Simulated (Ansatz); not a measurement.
Bond stretch in AsH, triplet.

Methods: UCCSD(T) = CCSD(T) on UHF/cc-pVTZ, cores with 3d frozen (Ansatz, a quantum-chemistry and plane-wave program); UKS-PBE0 = unrestricted PBE0/cc-pVTZ run with Ansatz; FCI = Ansatz with full CI/cc-pVTZ, cores with 3d frozen.

Total energies in hartree (comparable only within one method and basis):

```tsv
R / Å	UCCSD(T)	UKS-PBE0	FCI
1.15	-2234.83702	-2236.10058	-2234.83734
1.22	-2234.87426	-2236.13702	-2234.87459
1.30	-2234.90168	-2236.16385	-2234.90204
1.37	-2234.91605	-2236.17788	-2234.91643
1.46	-2234.92522	-2236.18675	-2234.92563
1.48	-2234.92618	-2236.18766	-2234.92659
1.53	-2234.92721	-2236.18856	-2234.92765
1.60	-2234.92605	-2236.18722	-2234.92653
1.61	-2234.92568	-2236.18683	-2234.92616
1.69	-2234.92135	-2236.18224	-2234.92189
1.78	-2234.91434	-2236.17483	-2234.91494
1.90	-2234.90304	-2236.16276	-2234.90377
2.08	-2234.88467	-2236.14288	-2234.88588
2.32	-2234.86202	-2236.11841	-2234.86427
2.52	-2234.84732	-2236.10406	-2234.85027
2.74	-2234.83668	-2236.09442	-2234.83964
3.02	-2234.83002	-2236.08798	-2234.83185
3.42	-2234.82689	-2236.08425	-2234.82748
3.79	-2234.82607	-2236.08305	-2234.82614
4.14	-2234.82579	-2236.08262	-2234.82567
4.58	-2234.82567	-2236.08242	-2234.82546
5.30	-2234.82560	-2236.08234	-2234.82537
6.25	-2234.82558	-2236.08232	-2234.82535
```

The unrestricted determinant behind UCCSD(T) is spin-contaminated at 2.08 to 6.25 Å (<S²> up to 3.0, against 2.00 for a pure triplet). The unrestricted determinant behind UKS-PBE0 is spin-contaminated at 2.32 to 6.25 Å (<S²> up to 3.0, against 2.00 for a pure triplet).
